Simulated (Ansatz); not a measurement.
The first iterations of a band of BGeH$_{5}$OS (9 atoms, charge 0, multiplicity 1).

These are results of Ansatz 0.2.0, RKS PBE0/def2-mTZVP, not measurements.

```
movable images  : 6
climbing image  : no
spring          : 5.0 eV/Å²
optimiser       : quadratic models (default)
start path      : IDPP
force threshold : 0.05 eV/Å
iteration limit : 60
end points      : relaxed
```

First end point:

```xyz
9
Properties=species:S:1:pos:R:3
O 0.036 0.876 -1.997
B 0.109 0.870 -0.651
Ge 0.434 -0.932 0.325
S -1.304 -1.256 1.719
H -0.151 1.746 -2.372
H -0.045 1.887 -0.031
H 1.736 -0.953 1.156
H 0.402 -2.180 -0.573
H -1.128 -0.104 2.407
```

Last end point:

```xyz
9
Properties=species:S:1:pos:R:3
O -0.736 1.530 -0.344
B 0.429 0.880 -0.545
Ge 0.567 -1.050 0.203
S -1.338 -1.559 1.267
H -0.757 2.423 -0.710
H 1.327 1.414 -1.135
H 1.730 -1.211 1.204
H 0.799 -2.090 -0.913
H -1.933 -0.384 0.955
```

| iteration | highest image above the first end (eV) | largest band force component (eV/Å) |
| --- | --- | --- |
| 1 | 0.169 | 1.393 |
| 2 | 0.088 | 0.468 |

Problem. Does the band converge within its limit, and where does its top end?

Solution. The run converged. It ended after 8 iterations with the highest image 0.048 eV above the first end. No image climbed, so the highest image needn't sit at the top of the path.

The run took 72 s on 2 threads of AMD EPYC 9B45 (Zen 5), with other jobs on the host, peak memory 0.29 GiB.
